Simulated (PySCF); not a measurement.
Cartesian coordinates in Å; atom numbers follow the order of the lines, from 1:
```xyz
18

C     2.6914    0.6480    0.3003
C     2.1674   -0.3590   -0.6856
O     2.6340   -0.4900   -1.7924
Si    0.6697   -1.4503   -0.1288
Cl    0.9909   -2.1163    1.7600
C    -0.8428   -0.3506   -0.0984
C    -1.1645    0.8372   -0.6349
Cl   -0.3312    1.9294   -1.6381
C    -2.5440    0.9077   -0.0566
C    -2.2019   -0.4636    0.5756
H     3.4697    1.2632   -0.1452
H     3.0901    0.1166    1.1627
H     1.8711    1.2733    0.6470
H     0.5293   -2.5899   -1.0293
H    -3.3517    0.8953   -0.7854
H    -2.7091    1.7190    0.6496
H    -2.8117   -1.2927    0.2258
H    -2.1654   -0.4709    1.6620
```

Computed data (PySCF 2.14): geometry from GFN2-xTB, GIAO PBE0/pcSseg-1 shieldings. Non-relativistic, fast rotation and ring inversion assumed for equivalent nuclei, single conformer, no solvent model.

Predict the 2D correlation tables (HSQC, COSY, HMBC).

Answers



HSQC (one-bond C–H):
| δH | δC |
| --- | --- |
| 2.95 (H15) | 42.3 (C9) |
| 2.95 (H16) | 42.3 (C9) |
| 2.67 (H18) | 28.6 (C10) |
| 2.66 (H11/H12/H13) | 38.0 (C1) |
| 2.43 (H17) | 28.6 (C10) |

COSY cross peaks (H two or three bonds apart, from the bond graph; peaks can be absent where the dihedral angle is near 90°):
| δH | δH |
| --- | --- |
| 2.95 (H15) | 2.95 (H16) |
| 2.95 (H15) | 2.67 (H18) |
| 2.95 (H15) | 2.43 (H17) |
| 2.95 (H16) | 2.67 (H18) |
| 2.95 (H16) | 2.43 (H17) |
| 2.67 (H18) | 2.43 (H17) |

HMBC (two and three bonds, from the bond graph):
| δH | δC |
| --- | --- |
| 4.91 (H14) | 239.6 (C2), 160.6 (C7), 148.3 (C6), 38.0 (C1), 28.6 (C10) |
| 2.95 (H15) | 160.6 (C7), 148.3 (C6), 28.6 (C10) |
| 2.95 (H16) | 160.6 (C7), 148.3 (C6), 28.6 (C10) |
| 2.67 (H18) | 160.6 (C7), 148.3 (C6), 42.3 (C9) |
| 2.66 (H11/H12/H13) | 239.6 (C2) |
| 2.43 (H17) | 160.6 (C7), 148.3 (C6), 42.3 (C9) |

Shifts are taken against calculated references (same method and geometry level): $^{1}$H (σ = 31.72 ppm), $^{13}$C (σ = 186.93 ppm) against TMS.

Carbons that carry Cl, above all several Cl atoms, come out too deshielded, partly because spin–orbit coupling is missing. Shifts are as computed. Against solution values, carbons near 30 ppm lie about +3 ppm off and those near 130 ppm about +5 ppm; carbons on Cl a further +6 ppm. Of 1211 compounds with measured shifts, 218 miss one by over three times the rms of a fit or turn the order of signals round; such compounds aren't used in these exercises.
